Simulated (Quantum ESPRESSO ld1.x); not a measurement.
Results of a calculation; reference values are marked as such.
V, 23 electrons, occupied as [Ar] 3d3 4s2. Level of theory: non-relativistic Kohn-Sham, LDA (Slater exchange, Perdew-Wang correlation), spin-polarised, spherical densities, point nucleus; open shells are filled with parallel spins first (ld1.x of Quantum ESPRESSO 7.5).

Unscreened Slater integrals over Kohn-Sham orbitals (hartree). They are taken over the spin-up orbitals. Empty in this configuration: 4p, 5s.

F0(5s,5s): 0.065271
F0(5s,4p): 0.088133
G1(5s,4p): 0.0087838
F0(5s,4s): 0.090456
G0(5s,4s): 0.0034783
F0(5s,3d): 0.094205
G2(5s,3d): 0.0023235
F0(4p,4p): 0.20177
F2(4p,4p): 0.10279
F0(4p,4s): 0.22986
G1(4p,4s): 0.14051
F0(4p,3d): 0.26398
F2(4p,3d): 0.056199
G1(4p,3d): 0.028577
G3(4p,3d): 0.021622
F0(4s,4s): 0.27538
F0(4s,3d): 0.34549
G2(4s,3d): 0.051544
F0(3d,3d): 0.67098
F2(3d,3d): 0.30099
F4(3d,3d): 0.18553

Derived for the open shells (J is the average intra-shell exchange parameter used in DFT+U). 3d: Racah B = F2/49 - 5 F4/441 = 0.004039 hartree, C = 35 F4/441 = 0.01472 hartree, C/B = 3.65, F4/F2 = 0.616, J = (F2 + F4)/14 = 0.03475 hartree.
